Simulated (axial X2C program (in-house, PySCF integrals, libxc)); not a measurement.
## Photoelectron levels of MgAu⁻ by EOM-IP-CCSD

Computed with an axial X2C code built on PySCF integrals: two-component X2C with atomic mean-field Coulomb and Gaunt terms, Gaussian nuclei, basis Au dyall-acv3z, Mg dyall-acv3z with contracted cores.

R = 2.645 Å (near the PBE0 minimum at charge -1 of the determinant lowest at the starting distance; the state shown can have its own minimum elsewhere).

Hartree–Fock spinors of MgAu⁻ (one of each Kramers pair; a window near the gap, which can cut inner shells):

| ω | occupied | ε (eV) | character |
| --- | --- | --- | --- |
| 3/2 | yes | -8.32 | 99% Au d |
| 1/2 | yes | -6.88 | 93% Au d, 3% Mg s |
| 3/2 | yes | -6.64 | 98% Au d |
| 5/2 | yes | -6.54 | 99% Au d |
| 1/2 | yes | -4.02 | 45% Au s, 39% Mg s, 6% Au d |
| 1/2 | yes | -0.99 | 37% Mg p, 23% Mg s, 18% Au p |
| 1/2 | no | 1.94 | 72% Au p, 18% Mg s, 9% Mg p |
| 3/2 | no | 2.15 | 99% Au p |
| 1/2 | no | 2.15 | 99% Au p |
| 1/2 | no | 2.35 | 79% Mg p, 11% Au p, 8% Au s |
| 1/2 | no | 2.47 | 100% Mg p |
| 3/2 | no | 2.47 | 100% Mg p |

Vertical detachment energies of MgAu⁻ to the states of MgAu:

```json
{"Ω of MgAu": "1/2", "vertical detachment energy (eV)": "1.555", "above lowest (cm⁻¹)": "0", "ionised spinor": "33% Mg pσ, 32% Mg sσ, 20% Au pσ", "one-hole weight": "0.94"}
{"Ω of MgAu": "1/2", "vertical detachment energy (eV)": "4.183", "above lowest (cm⁻¹)": "21196", "ionised spinor": "50% Au sσ, 26% Mg sσ, 10% Au dσ", "one-hole weight": "0.85"}
{"Ω of MgAu": "5/2", "vertical detachment energy (eV)": "5.172", "above lowest (cm⁻¹)": "29175", "ionised spinor": "99% Au dδ", "one-hole weight": "0.89"}
{"Ω of MgAu": "3/2", "vertical detachment energy (eV)": "5.250", "above lowest (cm⁻¹)": "29805", "ionised spinor": "75% Au dπ, 23% Au dδ", "one-hole weight": "0.87"}
```

(1) How far does the lowest EOM-IP-CCSD energy lie from the Koopmans value −ε of the highest filled spinor?

This point took 11 s on 1 thread of Intel(R) Xeon(R) Platinum 8488C (Sapphire Rapids), with other jobs on the host.

Reference electrons by ω block (each with its −ω partner): 1/2: 27, 3/2: 13, 5/2: 5, 7/2: 1. 14 electrons of MgAu⁻ correlated (inner shells frozen), 92 natural virtual spinors (a truncated set); levels can be off by some tenths of an eV. Roots sought by Ω: (1/2: 4, 3/2: 3, 5/2: 1); rows need 60 % one-particle weight and stop where some Ω has no more roots. Missing are any skipped roots, higher Ω and states of a further excitation; these come out far too high here and may in truth be low or lowest. T1 of the reference 0.025 (Lee–Taylor). Number of frozen shells: Au 5 s, 4 p, 2 d, 1 f; Mg 2 s, 1 p. Large amplitudes in the reference (orbital relaxation or multireference character) lower the reliability.

Answers

(1) 1.555 eV against 0.99 eV, a shift of 0.56 eV: relaxation of the final state lowers the energy and the loss of correlation raises it.
